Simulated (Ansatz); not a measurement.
Relaxation of CH$_{4}$F$_{2}$OSi (9 atoms, charge 0, multiplicity 1), to a largest force component of 0.015 eV/Å in at most 40 steps.

These are results of Ansatz 0.2.0, RKS PBE0/6-31G, not measurements.

```xyz
9
Properties=species:S:1:pos:R:3
O -1.751 0.285 0.613
Si -0.572 -0.483 -0.185
C 0.998 0.440 -0.300
F 1.497 0.834 0.957
F 2.019 -0.375 -0.780
H -1.672 0.471 1.554
H -1.043 -0.816 -1.538
H -0.369 -1.749 0.536
H 0.982 1.346 -0.875
```

Task: Where does it end, and by what steps?

Result: The run converged. Limits of this set-up: no polarisation functions. After 7 steps the energy has fallen by 0.494 eV; H6 moved furthest, 0.19 Å.

| step | energy less start (eV) | largest force component (eV/Å) | accepted |
| --- | --- | --- | --- |
| 0 | 0.0000 | 3.169 | yes |
| 1 | -0.4048 | 1.534 | yes |
| 2 | -0.4907 | 0.164 | yes |
| 3 | -0.4932 | 0.036 | yes |
| 4 | -0.4938 | 0.037 | yes |
| 5 | -0.4939 | 0.076 | yes |
| 6 | -0.4943 | 0.018 | yes |
| 7 | -0.4944 | 0.009 | yes |

```xyz
9
Properties=species:S:1:pos:R:3
O -1.809 0.374 0.588
Si -0.582 -0.568 -0.163
C 1.055 0.458 -0.292
F 1.534 0.717 1.014
F 2.009 -0.350 -0.951
H -1.831 0.568 1.535
H -1.076 -0.856 -1.541
H -0.220 -1.804 0.607
H 1.010 1.415 -0.816
```

Whether the end is a true minimum wasn't checked by a vibrational analysis.

Run time: 27 s on 1 thread of Arm Neoverse V1, on a shared host, peak memory 0.15 GiB.
